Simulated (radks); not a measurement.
Computed order of ionisation of praseodymium. At each step one electron was removed from each of the four highest sub-shells of the ion before, moves of one valence electron (up to charge 6) and the configuration listed by NIST were tried, and the lowest configuration was kept. Level of theory: Dirac Kohn-Sham, PBE, spin-unpolarised, spherical densities, finite nucleus; Fermi nuclear charge, rms radius of each element as measured or else 0.836 A^(1/3) + 0.57 fm (a radial shooting solver on a logarithmic mesh with Libxc functionals). Sub-shells are occupied by j as written (lower j first in brackets).

| species | lowest configuration found | NIST configuration | margin to the next tried (eV) | IE (eV) | NIST IE (eV) | kind |
|---|---|---|---|---|---|---|
| Pr | [Xe] 4f(5/2: 3, 7/2: 0) 6s2 | same | 1.103 | 5.716 | 5.470 | semi-emp. |
| Pr+ | [Xe] 4f(5/2: 3, 7/2: 0) 6s1 | same | 1.536 | 10.616 | 10.63 | semi-emp. |
| Pr2+ | [Xe] 4f(5/2: 3, 7/2: 0) | same | 2.157 | 21.661 | 21.624 | exp. |
| Pr3+ | [Xe] 4f(5/2: 2, 7/2: 0) | same | 8.218 | 39.139 | 38.98 | semi-emp. |
| Pr4+ | [Xe] 4f(5/2: 1, 7/2: 0) | same | 13.117 | 59.093 | 57.53 | semi-emp. |
| Pr5+ | [Xe] | same | 7.767 | 82.547 | 82 | theory |
| Pr6+ | [Kr] 4d10 5s2 5p(1/2: 2, 3/2: 3) | differs (not computed) | 4.117 | 96.771 | 97 | theory |
| Pr7+ | [Kr] 4d10 5s2 5p(1/2: 2, 3/2: 2) | differs (not computed) | 4.351 | 111.40 | 112 | theory |
| Pr8+ | [Kr] 4d10 5s2 5p(1/2: 2, 3/2: 1) | differs (not computed) | 4.592 | 126.38 | 131 | theory |
| Pr9+ | [Kr] 4d10 5s2 5p(1/2: 2, 3/2: 0) | differs (not computed) | 4.840 | 146.78 | 148 | theory |
| Pr10+ | [Kr] 4d10 5s2 5p(1/2: 1, 3/2: 0) | same | 20.276 | 162.91 | 162 | theory |
| Pr11+ | [Kr] 4d10 5s2 | same | 20.739 | 200.55 | 196 | theory |
| Pr12+ | [Kr] 4d10 5s1 | same | 105.83 | 218.31 | 217.0 | semi-emp. |
| Pr13+ | [Kr] 4d10 | same | 109.69 | 350.06 | 350 | theory |

Reference values: NIST Atomic Spectra Database (exp. = measured, semi-emp. = semi-empirical, theory = theoretical value adopted there). Spin polarisation and multiplet splitting are left out, so open shells lie too high by an amount that depends on their filling. Tried without a valid solution: [Xe] 4f(5/2: 4, 7/2: 0) 6s1.

Beside tabulated values, note that spin-unpolarised runs miss the spin-polarisation part of the exchange energy of open shells.
